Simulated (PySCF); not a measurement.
PySCF 2.14 output of an unrestricted r2SCAN calculation on a single atom or ion in dyall-av3z, with the non-relativistic Hamiltonian (point nucleus):

```
SCF conv_tol = 1e-09
number electrons alpha = 10  beta = 7
    J. W. Furness, A. D. Kaplan, J. Ning, J. P. Perdew, and J. Sun.,  J. Phys. Chem. Lett. 11, 8208-8215 (2020)
    J. W. Furness, A. D. Kaplan, J. Ning, J. P. Perdew, and J. Sun.,  J. Phys. Chem. Lett. 11, 9248-9248 (2020)
    J. W. Furness, A. D. Kaplan, J. Ning, J. P. Perdew, and J. Sun.,  J. Phys. Chem. Lett. 11, 8208-8215 (2020)
    J. W. Furness, A. D. Kaplan, J. Ning, J. P. Perdew, and J. Sun.,  J. Phys. Chem. Lett. 11, 9248-9248 (2020)
cycle= 1 E= -526.314852041876  delta_E= -0.0104  |g|= 0.0179  |ddm|= 0.175
cycle= 2 E= -526.315001476648  delta_E= -0.000149  |g|= 0.00304  |ddm|= 0.0285
cycle= 3 E= -526.315010592383  delta_E= -9.12e-06  |g|= 0.00126  |ddm|= 0.0169
cycle= 4 E= -526.315012314648  delta_E= -1.72e-06  |g|= 0.000399  |ddm|= 0.00469
cycle= 5 E= -526.315013100446  delta_E= -7.86e-07  |g|= 0.000242  |ddm|= 0.0037
cycle= 6 E= -526.315013749883  delta_E= -6.49e-07  |g|= 7.01e-05  |ddm|= 0.00576
cycle= 7 E= -526.315013797917  delta_E= -4.8e-08  |g|= 6.6e-06  |ddm|= 0.00182
cycle= 8 E= -526.315013798157  delta_E= -2.39e-10  |g|= 9e-07  |ddm|= 0.000127
converged SCF energy = -526.315013798157  <S^2> = 3.7552409  2S+1 = 4.0026196
```

The run itself started from symmetry-adapted Hartree-Fock orbitals and held the occupation by maximum overlap, on a logarithmic radial grid, so the iterations belong to that start.

Q: Which element, charge and spin multiplicity is this?

A: Ar⁺ (argon, charge +1), multiplicity 4; the state was [Ne] 3s2 3p4 4s1, high-spin 4P determinant (an excited configuration).

The outer electron is Rydberg-like, and this basis confines it to a smaller radius and binds it less than a complete one would.
